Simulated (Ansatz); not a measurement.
Reaction (ligand exchange at the Si–S bond): `C[SiH2]S[SiH3]` + `CC[SeH]` → `CC[Se][SiH2]C` + `[SiH3]S`

Program: Ansatz. Geometries: PBE0-D4/def2-TZVP. ΔE: electronic, gas phase. CCSD(T)/CBS adds triple-zeta CCSD(T) − MP2 to the extrapolated MP2 energy (def2 sets, frozen cores). DFT in def2-TZVPP. For Se outer-core shells are correlated without core-valence functions, which leaves a few kJ/mol of doubt a bond. Scalar relativity is left out up to krypton. One conformer a species, not always the lowest.

(1) Is it downhill or uphill in electronic energy at CCSD(T)/CBS, and by how much? (Estimate.)

(2) What do these levels give: r2SCAN-D4, PBE0-D4, ωB97M-V, B2PLYP, r2SCAN, MP2/def2-TZVPP, SCS-MP2/def2-TZVPP, CCSD/def2-TZVPP, HF/def2-QZVPP, MP2/def2-QZVPP, SCS-MP2/def2-QZVPP, HF/CBS(def2)? (Best estimate.)

Largest T1 diagnostic among the species: 0.011.

## Answers

(1) The calculation gave: Uphill: ΔE = +3.3 kJ/mol.

(2) Ansatz gave: r2SCAN-D4 5.9, PBE0-D4 4.9, ωB97M-V 5.8, B2PLYP 5.2, r2SCAN 6.2, MP2/def2-TZVPP 4.5, SCS-MP2/def2-TZVPP 4.9, CCSD/def2-TZVPP 4.4, HF/def2-QZVPP 6.7, MP2/def2-QZVPP 4.0, SCS-MP2/def2-QZVPP 4.7, HF/CBS(def2) 6.7 kJ/mol.
